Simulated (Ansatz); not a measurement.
Na2Te⁺ (the lowest doublet isomer of a short search) was relaxed with r2SCAN-D4 (def2-TZVP) in Ansatz in these states: charge +1 doublet, charge +1 quartet. The geometries follow in no particular order.

In the def2 sets Te takes a core potential; there is no spin–orbit coupling.

A:

Cartesian coordinates in Å:
```
Na -0.643 0.588 3.504
Na 0.636 -0.600 -3.503
Te 0.007 0.012 -0.001
```

B:

```xyz
3

Na   -0.100    2.696    0.368
Na    0.839   -2.580   -0.233
Te   -0.739   -0.116   -0.135
```

Judge from the bond lengths which geometry belongs to which state (an estimate).

A is the charge +1 quartet (Na1–Te3 3.610 Å, Na2–Te3 3.610 Å); B is the charge +1 doublet (Na1–Te3 2.927 Å, Na2–Te3 2.928 Å).
